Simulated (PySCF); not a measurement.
**Polarisability and C₆ of Mo (molybdenum, neutral)**

[Kr] 4d5 5s1, high-spin 7S determinant. All numbers are calculated (PySCF 2.14, scalar relativity through the core potential, in aug-cc-pwCVTZ-PP with ECP28MDF). Coupled (time-dependent) response in atomic units; α is the mean over directions.

```tsv
method	mean α (bohr³)	C₆ (like pair)	S(−4)
PBE0	77.53	812.2	3475
```

S(−4) is the Cauchy moment in α(ω) = α(0) + S(−4) ω² + …

Reference α: 87 ± 6 bohr³ (recommended; Schwerdtfeger and Nagle, table of static dipole polarizabilities (2023 update)). Published C₆: 1030 (Gould and Bucko (2016)).

α(iu) at PBE0:

| u (hartree) | α(iu) (bohr³) |
| --- | --- |
| 0 | 77.53 |
| 0.0500 | 69.89 |
| 0.100 | 54.99 |
| 0.200 | 32.90 |
| 0.300 | 22.18 |
| 0.500 | 12.93 |
| 0.750 | 8.130 |
| 1.00 | 5.721 |
| 1.50 | 3.350 |
| 2.00 | 2.210 |
| 3.00 | 1.160 |
| 5.00 | 0.4741 |

A single London oscillator, α(iu) = α/(1 + u²/ω²), gives C₆ = (3/4) ω α². Matching the computed C₆ needs ω = 4 × 812.2 / (3 × 77.53²) = 0.180 hartree.

Energies and moments cover only the electrons outside the core potential.
